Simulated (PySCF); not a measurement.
# C₆ coefficients of unlike pairs at PBE

Calculated with PySCF 2.14 from the dipole response of each species, C₆(A,B) = (3/π) ∫ α_A(iu) α_B(iu) du, in atomic units, from isotropic polarisabilities. For ions this is the dispersion term alone; charge-induced terms of lower order in 1/R come first.

| species | configuration | basis | relativity | α (bohr³) | C₆ (like pair) |
| --- | --- | --- | --- | --- | --- |
| Mo+ | [Kr] 4d5 (6S) | aug-cc-pwCVDZ-PP with ECP28MDF (6s6p5d3f) | core potential | 21.50 | 139.0 |
| C+ | [He] 2s2 2p1 (2P) | dyall-av2z (11s7p2d) | none | 6.080 | 14.60 |
| Ar | [Ar] (1S) | aug-cc-pV(Q+d)Z (7s6p5d3f2g) | none | 11.86 | 69.78 |
| F | [He] 2s2 2p5 (2P) | aug-cc-pV5Z (7s6p5d4f3g2h) | none | 4.134 | 11.26 |

Task: Estimate C₆ for Ar with C+.

Result: The integral gives 31.75. The combination rule 2 C_A C_B / (C_A α_B/α_A + C_B α_A/α_B) gives 31.71 and the geometric mean 31.92.

No spin-orbit coupling is included.

The other pairs:

| pair | C₆ |
| --- | --- |
| F, Mo+ | 38.25 |
| Ar, Mo+ | 97.41 |
| C+, Mo+ | 44.85 |
| F, Ar | 27.67 |
| F, C+ | 12.42 |
